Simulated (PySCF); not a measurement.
**C₆ coefficients of unlike pairs at BLYP**

Calculated with PySCF 2.14 from the dipole response of each species, C₆(A,B) = (3/π) ∫ α_A(iu) α_B(iu) du, in atomic units, from isotropic polarisabilities. For ions this is the dispersion term alone; charge-induced terms of lower order in 1/R come first.

```json
{"species": "S", "configuration": "[Ne] 3s2 3p4 (3P)", "basis": "dyall-acv3z (19s12p6d4f)", "relativity": "spin-free X2C", "α (bohr³)": "20.97", "C₆ (like pair)": "146.0"}
{"species": "Se", "configuration": "[Ar] 3d10 4s2 4p4 (3P)", "basis": "x2c-QZVPPall with one added diffuse shell each of s, p, d, f type (12s9p6d5f1g)", "relativity": "spin-free X2C", "α (bohr³)": "28.16", "C₆ (like pair)": "237.3"}
{"species": "C", "configuration": "[He] 2s2 2p2 (3P)", "basis": "dyall-acv3z (15s9p4d2f)", "relativity": "spin-free X2C", "α (bohr³)": "13.26", "C₆ (like pair)": "53.79"}
{"species": "Ar²⁺", "configuration": "[Ne] 3s2 3p4 (3P)", "basis": "x2c-TZVPPall with one added diffuse shell each of s, p, d type (6s6p4d1f)", "relativity": "spin-free X2C", "α (bohr³)": "4.828", "C₆ (like pair)": "16.97"}
```

Estimate C₆ for C with Se.

The integral gives 112.9. The combination rule 2 C_A C_B / (C_A α_B/α_A + C_B α_A/α_B) gives 113.0 and the geometric mean 113.0.

No spin-orbit coupling is included.

The other pairs:

| pair | C₆ |
| --- | --- |
| Ar²⁺, C | 28.14 |
| Se, S | 185.9 |
| Ar²⁺, S | 46.74 |
| Ar²⁺, Se | 58.99 |
| C, S | 88.53 |
